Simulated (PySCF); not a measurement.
Excitations are Tamm–Dancoff values on a coarser integration grid. The basis has no diffuse functions, so Rydberg states are missing or too high.

Z-matrix (Å, degrees):
```
C
H 1 1.0936
C 1 1.3951 2 119.56
C 3 1.4023 1 120.10 2 179.48
H 4 1.0937 3 119.53 1 -179.35
C 4 1.3969 5 120.48 3 -179.56
H 6 1.0935 4 119.78 5 -0.29
C 6 1.3955 7 120.48 4 -179.82
H 8 1.0946 6 119.72 7 -0.14
C 1 1.4132 2 119.45 3 179.71
C 3 1.5040 1 120.66 2 -2.55
F 11 1.3424 3 112.05 1 23.86
F 11 1.3457 12 107.66 3 -123.00
F 11 1.3471 12 107.14 13 -114.56
B 10 1.5438 1 120.96 2 0.25
H 15 1.2083 10 120.11 1 -0.27
H 15 1.2086 16 119.86 10 -179.96
```
Charge 0, spin multiplicity 1.

### Question
What total energy, S1 excitation (TDA), S1–T1 gap (TDA), HOMO and HOMO–LUMO gap does r2SCAN-D4/def2-TZVP // r2SCAN-D4/def2-SVP in PySCF give?

### Answer

The total energy comes out as -594.6815 Ha and the S1 excitation (TDA) comes out as 4.57 eV. The S1–T1 gap (TDA) is 1.13 eV and the HOMO is -7.27 eV. The HOMO–LUMO gap comes out as 4.16 eV.
